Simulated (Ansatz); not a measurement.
Start from `CBCBC` and change one atom or group to get `CBCNC`.

Ansatz, PBE0-D4/def2-TZVP geometries, multiplicity 1. Each molecule was computed in one conformer, which needn't be the lowest.

```json
{"property": "HOMO–LUMO gap (PBE0/def2-TZVPP) / eV", "`CBCBC`": "6.98"}
{"property": "LUMO energy (PBE/def2-TZVPP) / eV", "`CBCBC`": "-2.40"}
{"property": "HOMO energy (PBE0/def2-TZVPP) / eV", "`CBCBC`": "-8.41"}
{"property": "LUMO energy (B3LYP/def2-TZVPP) / eV", "`CBCBC`": "-1.63"}
{"property": "zero-point energy (PBE0-D4/def2-TZVP) / kJ/mol", "`CBCBC`": "326.8"}
{"property": "size of the dipole moment (PBE/def2-TZVPP) / D", "`CBCBC`": "0.34"}
```

Task: Give the same properties after the change, and the shifts. (An estimate is asked.)

Result: The calculation gave: 
```
                                      property  `CBCNC`  shift
          HOMO–LUMO gap (PBE0/def2-TZVPP) / eV     5.77  -1.21
             LUMO energy (PBE/def2-TZVPP) / eV    -1.61   0.79
            HOMO energy (PBE0/def2-TZVPP) / eV    -6.35   2.06
           LUMO energy (B3LYP/def2-TZVPP) / eV    -0.82   0.81
zero-point energy (PBE0-D4/def2-TZVP) / kJ/mol    344.6   17.8
size of the dipole moment (PBE/def2-TZVPP) / D     0.89   0.55
```

With PBE0 the HOMO rises by 2.06 eV and the LUMO rises by 0.85 eV, so the gap narrows by about 1.21 eV. PBE moves the HOMO by 2.12 eV and ωB97M-V by 1.98 eV. Dipoles are sizes alone; their direction can turn.

Positive LUMOs are unbound, so they and the gaps depend on the basis.

B3LYP here is the variant with VWN-RPA as its local correlation; programs differ in this.
